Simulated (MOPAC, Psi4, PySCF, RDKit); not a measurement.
Conformational energy of SMILES C#C/C=C\C(C)C (C7H10). Scanned: dihedral C3–C4–C5–C6; all other coordinates were relaxed at GFN2-xTB.

Geometry of the scan point at 150° (Å):
```
17

C      3.4311    -0.8937    -0.2907
C      2.5545    -0.0716    -0.3123
C      1.6317     0.9912    -0.3866
C      0.3108     0.9522    -0.2141
C     -0.5784    -0.2147     0.1059
C     -1.7864     0.2763     0.9095
C      0.1220    -1.3457     0.8552
H      4.1583    -1.6488    -0.2549
H      2.0972     1.9418    -0.6272
H     -0.2261     1.8852    -0.3387
H     -0.9498    -0.6135    -0.8498
H     -2.3249     1.0522     0.3691
H     -1.4615     0.6826     1.8654
H     -2.4736    -0.5445     1.1020
H     -0.6025    -2.1086     1.1333
H      0.8880    -1.8055     0.2390
H      0.5900    -0.9669     1.7611
```

MMFF94 // GFN2-xTB (RDKit); PBE0/def2-SVP // GFN2-xTB (Psi4); PBE/def2-SVP // GFN2-xTB (Psi4); PBE-D3(BJ)/def2-SVP // GFN2-xTB (Psi4); PM3, restricted, heats of formation // GFN2-xTB (MOPAC); AM1, restricted, heats of formation // GFN2-xTB (MOPAC); RKS-B3LYP/6-31G* = restricted B3LYP/6-31G*, spherical d, density fitting // GFN2-xTB (PySCF); RKS-B3LYP/3-21G = restricted B3LYP/3-21G // GFN2-xTB run with PySCF; RHF/LANL2DZ = restricted Hartree-Fock/LANL2DZ // GFN2-xTB (PySCF 2.14.0).

Least-squares fit of E(φ) = a0 + Σ (a_n cos nφ + b_n sin nφ), n = 1 to 4, to the 12 scan points, in kcal/mol above the lowest point of each profile (levels whose profile four harmonics don't fit are not listed):

```tsv
method	a0	a1	b1	a2	b2	a3	b3	a4	b4	rms of fit
MMFF94	3.41	0.83	1.44	0.81	-1.27	-0.72	-0.05	-0.13	-0.29	0.11
PBE0/def2-SVP	2.41	0.70	1.32	0.51	-0.75	-0.20	-0.01	-0.03	-0.12	0.15
PBE/def2-SVP	2.30	0.67	1.26	0.47	-0.68	-0.24	-0.02	-0.02	-0.11	0.13
PBE-D3(BJ)/def2-SVP	1.98	0.56	1.05	0.47	-0.69	-0.15	-0.01	-0.03	-0.12	0.15
PM3	2.11	0.76	1.39	0.46	-0.70	0.33	0.03	-0.01	0.00	0.13
AM1	1.94	0.68	1.25	0.32	-0.50	0.12	0.01	0.00	0.00	0.11
RKS-B3LYP/6-31G*	2.66	0.77	1.43	0.56	-0.83	-0.19	-0.01	-0.02	-0.10	0.14
RKS-B3LYP/3-21G	2.79	0.81	1.47	0.67	-1.04	-0.04	0.00	-0.04	-0.11	0.17
RHF/LANL2DZ	3.45	1.11	2.03	0.67	-1.02	-0.21	-0.01	-0.08	-0.20	0.13
```
